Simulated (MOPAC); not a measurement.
MOPAC input (MNDO):

```
MNDO 1SCF GEO-OK AUX(PRECISION=9) THREADS=1
C5H12Se

C    -3.99220300 1    0.49652700 1   -0.11591100 1
C    -2.64163000 1    0.87135900 1    0.48752800 1
C    -1.48055900 1    0.09533800 1   -0.13529600 1
C    -0.13740600 1    0.47263800 1    0.46953400 1
Se    1.32054200 1   -0.55715000 1   -0.37007100 1
C     2.78649100 1    0.22334500 1    0.67330400 1
H    -4.80457800 1    1.06224900 1    0.34352100 1
H    -4.01152400 1    0.69703900 1   -1.18969000 1
H    -4.20388200 1   -0.56593200 1    0.02533900 1
H    -2.65826300 1    0.68995700 1    1.56686900 1
H    -2.46719900 1    1.94442700 1    0.36001900 1
H    -1.65158800 1   -0.97773900 1   -0.00588500 1
H    -1.46031800 1    0.27808600 1   -1.21403900 1
H    -0.11742000 1    0.26268400 1    1.53946400 1
H     0.07582000 1    1.53144100 1    0.31886800 1
H     2.64575400 1    0.01595000 1    1.73200500 1
H     3.70588800 1   -0.24642600 1    0.33055300 1
H     2.84073200 1    1.29611800 1    0.50043300 1
```

Output:

```
 *******************************************************************************
 **                                                                           **
 **                              MOPAC v23.2.5                                **
 **                                                                           **
 *******************************************************************************
 ** MOPAC's Digital Object Identifier: https://doi.org/10.5281/zenodo.6511958 **
 **                                                                           **
 ** Please cite the open-source release paper for use of this MOPAC version:  **
 ** J. E. Moussa and J. J. P. Stewart (2026)                                  **
 ** MOPAC: An open-source semiempirical molecular orbital program             **
 ** J. Open Source Softw., 11(119), 8025, https://doi.org/10.21105/joss.08025 **
 *******************************************************************************

                              MNDO CALCULATION RESULTS

 *******************************************************************************
 *  MNDO       - The MNDO Hamiltonian to be used
 *  GEO-OK     - OVERRIDE INTERATOMIC DISTANCE AND OTHER SAFETY CHECKS
 *  1SCF       - DO 1 SCF AND THEN STOP
 *  AUX        - OUTPUT AUXILIARY INFORMATION
 *******************************************************************************
MNDO 1SCF GEO-OK AUX(PRECISION=9) THREADS=1
 C5H12Se

   ATOM   CHEMICAL          X               Y               Z
  NUMBER   SYMBOL      (ANGSTROMS)     (ANGSTROMS)     (ANGSTROMS)

     1       C         -3.99220300  *   0.49652700  *  -0.11591100  *
     2       C         -2.64163000  *   0.87135900  *   0.48752800  *
     3       C         -1.48055900  *   0.09533800  *  -0.13529600  *
     4       C         -0.13740600  *   0.47263800  *   0.46953400  *
     5      Se          1.32054200  *  -0.55715000  *  -0.37007100  *
     6       C          2.78649100  *   0.22334500  *   0.67330400  *
     7       H         -4.80457800  *   1.06224900  *   0.34352100  *
     8       H         -4.01152400  *   0.69703900  *  -1.18969000  *
     9       H         -4.20388200  *  -0.56593200  *   0.02533900  *
    10       H         -2.65826300  *   0.68995700  *   1.56686900  *
    11       H         -2.46719900  *   1.94442700  *   0.36001900  *
    12       H         -1.65158800  *  -0.97773900  *  -0.00588500  *
    13       H         -1.46031800  *   0.27808600  *  -1.21403900  *
    14       H         -0.11742000  *   0.26268400  *   1.53946400  *
    15       H          0.07582000  *   1.53144100  *   0.31886800  *
    16       H          2.64575400  *   0.01595000  *   1.73200500  *
    17       H          3.70588800  *  -0.24642600  *   0.33055300  *
    18       H          2.84073200  *   1.29611800  *   0.50043300  *

          CARTESIAN COORDINATES

    NO.       ATOM           X           Y           Z

     1         C         -3.9922      0.4965     -0.1159
     2         C         -2.6416      0.8714      0.4875
     3         C         -1.4806      0.0953     -0.1353
     4         C         -0.1374      0.4726      0.4695
     5        Se          1.3205     -0.5572     -0.3701
     6         C          2.7865      0.2233      0.6733
     7         H         -4.8046      1.0622      0.3435
     8         H         -4.0115      0.6970     -1.1897
     9         H         -4.2039     -0.5659      0.0253
    10         H         -2.6583      0.6900      1.5669
    11         H         -2.4672      1.9444      0.3600
    12         H         -1.6516     -0.9777     -0.0059
    13         H         -1.4603      0.2781     -1.2140
    14         H         -0.1174      0.2627      1.5395
    15         H          0.0758      1.5314      0.3189
    16         H          2.6458      0.0160      1.7320
    17         H          3.7059     -0.2464      0.3306
    18         H          2.8407      1.2961      0.5004

  H: (MNDO): M.J.S. DEWAR, W. THIEL, J. AM. CHEM. SOC., 99, 4899, (1977)
  C: (MNDO): M.J.S. DEWAR, W. THIEL, J. AM. CHEM. SOC., 99, 4899, (1977)
 Se: (MNDO): J. J. P. STEWART, J. MOL. MOD., 10, 155-164 (2004)

           Empirical Formula: C5 H12 Se  =    18 atoms

      MOLECULAR POINT GROUP   :   Cs

      RHF CALCULATION, NO. OF DOUBLY OCCUPIED LEVELS = 19

 -------------------------------------------------------------------------------
 MNDO 1SCF GEO-OK AUX(PRECISION=9) THREADS=1
 C5H12Se

     1SCF WAS SPECIFIED, SO BFGS WAS NOT USED
     SCF FIELD WAS ACHIEVED

                              MNDO CALCULATION
                                                       MOPAC v23.2.5 Linux

          FINAL HEAT OF FORMATION =        -20.17633 KCAL/MOL =     -84.41777 KJ/MOL

          COSMO AREA              =        165.93 SQUARE ANGSTROMS
          COSMO VOLUME            =        157.31 CUBIC ANGSTROMS

          IONIZATION POTENTIAL    =          8.699791 EV
          HOMO LUMO ENERGIES (EV) =         -8.700  0.042
          NO. OF FILLED LEVELS    =         19
          MOLECULAR WEIGHT        =        151.1098         POINT GROUP:  Cs

          MOLECULAR DIMENSIONS (Angstroms)

            Atom       Atom       Distance
            H    17    H     7     8.61051
            H    12    H    18     2.97469
            H    16    H    13     2.84519

          SCF CALCULATIONS        =          1

   ATOM   CHEMICAL          X               Y               Z
  NUMBER   SYMBOL      (ANGSTROMS)     (ANGSTROMS)     (ANGSTROMS)

     1       C         -3.99220300  *   0.49652700  *  -0.11591100  *
     2       C         -2.64163000  *   0.87135900  *   0.48752800  *
     3       C         -1.48055900  *   0.09533800  *  -0.13529600  *
     4       C         -0.13740600  *   0.47263800  *   0.46953400  *
     5      Se          1.32054200  *  -0.55715000  *  -0.37007100  *
     6       C          2.78649100  *   0.22334500  *   0.67330400  *
     7       H         -4.80457800  *   1.06224900  *   0.34352100  *
     8       H         -4.01152400  *   0.69703900  *  -1.18969000  *
     9       H         -4.20388200  *  -0.56593200  *   0.02533900  *
    10       H         -2.65826300  *   0.68995700  *   1.56686900  *
    11       H         -2.46719900  *   1.94442700  *   0.36001900  *
    12       H         -1.65158800  *  -0.97773900  *  -0.00588500  *
    13       H         -1.46031800  *   0.27808600  *  -1.21403900  *
    14       H         -0.11742000  *   0.26268400  *   1.53946400  *
    15       H          0.07582000  *   1.53144100  *   0.31886800  *
    16       H          2.64575400  *   0.01595000  *   1.73200500  *
    17       H          3.70588800  *  -0.24642600  *   0.33055300  *
    18       H          2.84073200  *   1.29611800  *   0.50043300  *

                             CARTESIAN COORDINATES

   1    C       -3.992203000     0.496527000    -0.115911000
   2    C       -2.641630000     0.871359000     0.487528000
   3    C       -1.480559000     0.095338000    -0.135296000
   4    C       -0.137406000     0.472638000     0.469534000
   5   Se        1.320542000    -0.557150000    -0.370071000
   6    C        2.786491000     0.223345000     0.673304000
   7    H       -4.804578000     1.062249000     0.343521000
   8    H       -4.011524000     0.697039000    -1.189690000
   9    H       -4.203882000    -0.565932000     0.025339000
  10    H       -2.658263000     0.689957000     1.566869000
  11    H       -2.467199000     1.944427000     0.360019000
  12    H       -1.651588000    -0.977739000    -0.005885000
  13    H       -1.460318000     0.278086000    -1.214039000
  14    H       -0.117420000     0.262684000     1.539464000
  15    H        0.075820000     1.531441000     0.318868000
  16    H        2.645754000     0.015950000     1.732005000
  17    H        3.705888000    -0.246426000     0.330553000
  18    H        2.840732000     1.296118000     0.500433000

           Empirical Formula: C5 H12 Se  =    18 atoms

      MOLECULAR POINT GROUP   :   Cs

                  EIGENVALUES
 -40.93957 -33.57761 -31.39308 -25.74050 -22.59416 -16.45569 -16.41519 -15.09400
 -14.90962 -14.74990 -14.45263 -13.99021 -13.37267 -13.22762 -12.57380 -12.44323
 -11.94476 -11.48423  -8.69979   0.04173   0.66509   3.36330   3.54684   3.79944
   3.90315   4.05546   4.09288   4.35501   4.37603   4.56724   4.80994   5.26699
   5.46333   5.64123   5.65387   5.88334

              NET ATOMIC CHARGES AND DIPOLE CONTRIBUTIONS

  ATOM NO.   TYPE          CHARGE      No. of ELECS.   s-Pop       p-Pop
    1          C           0.030762        3.9692     1.21230     2.75694
    2          C          -0.021782        4.0218     1.21100     2.81078
    3          C          -0.014704        4.0147     1.21294     2.80176
    4          C          -0.046123        4.0461     1.24133     2.80480
    5         Se          -0.050362        6.0504     1.96884     4.08153
    6          C          -0.016697        4.0167     1.24514     2.77156
    7          H          -0.004098        1.0041     1.00410
    8          H          -0.005101        1.0051     1.00510
    9          H          -0.005101        1.0051     1.00510
   10          H           0.006618        0.9934     0.99338
   11          H           0.006619        0.9934     0.99338
   12          H           0.015896        0.9841     0.98410
   13          H           0.015896        0.9841     0.98410
   14          H           0.022315        0.9777     0.97769
   15          H           0.022315        0.9777     0.97769
   16          H           0.012503        0.9875     0.98750
   17          H           0.018541        0.9815     0.98146
   18          H           0.012503        0.9875     0.98750
 DIPOLE           X         Y         Z       TOTAL
 POINT-CHG.    -0.171     0.243     0.225     0.373
 HYBRID         0.038     0.409     0.432     0.596
 SUM           -0.133     0.652     0.657     0.935

          ATOMIC ORBITAL ELECTRON POPULATIONS

     Atom    s        px        py        pz
    1  C   1.21230   0.91579   0.92080   0.92035
    2  C   1.21100   0.93775   0.93539   0.93764
    3  C   1.21294   0.91769   0.94281   0.94127
    4  C   1.24133   0.92187   0.93847   0.94445
    5 Se   1.96884   1.07310   1.52238   1.48605
    6  C   1.24514   0.91547   0.93088   0.92521
    7  H   1.00410
    8  H   1.00510
    9  H   1.00510
   10  H   0.99338
   11  H   0.99338
   12  H   0.98410
   13  H   0.98410
   14  H   0.97769
   15  H   0.97769
   16  H   0.98750
   17  H   0.98146
   18  H   0.98750

 **********************
 *                    *
 * JOB ENDED NORMALLY *
 *                    *
 **********************

 == MOPAC DONE ==
```

The geometry given is a B3LYP-D3(BJ)/def2-TZVP minimum.
